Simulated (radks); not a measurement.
Results of a calculation; reference values are marked as such.
Species: the manganese ion Mn2+. Configuration: [Ar] 3d5 (the NIST ground configuration).

Code: a radial shooting solver on a logarithmic mesh with Libxc functionals. Model: non-relativistic Kohn-Sham, PBE, spin-unpolarised, spherical densities, point nucleus.

Energy parts (hartree):
total: -1149.67970
kinetic: 1148.77052
electron-nucleus: -2716.99331
Hartree: 469.71407
exchange-correlation: -51.17098

Orbitals (lengths in bohr, moments of r in powers of bohr):
orbital  occ.  eigenvalue (hartree)       <r^4>      <r>     <r^2>
1s          2             -234.8963  0.00006598  0.06156  0.005083
2s          2             -27.57258     0.01546   0.2824   0.09413
2p          6             -23.72731     0.01166   0.2482   0.07572
3s          2              -3.74553       1.184   0.8605    0.8544
3p          6              -2.64710       1.648   0.9073    0.9699
3d          5              -0.89939       7.025    1.143     1.690

The highest occupied level is 3d at -24.474 eV. The density falls to 0.001 e/bohr^3 at r = 3.09 bohr. Summed over all electrons, <r^2> = 16.63 bohr^2, which gives a Langevin (diamagnetic) susceptibility term of -13.2 x 10^-6 cm^3/mol. Virial ratio -V/T = 2.00079. For comparison, the ionisation energy in NIST's Atomic Spectra Database is 33.67 eV (measured). In exact Kohn-Sham theory the highest level is minus the ionisation energy, but local and semilocal functionals leave it too shallow, through self-interaction and a potential that decays too fast; potentials with the right tail come closer.

Beside tabulated values, note that spin-unpolarised runs miss the spin-polarisation part of the exchange energy of open shells.
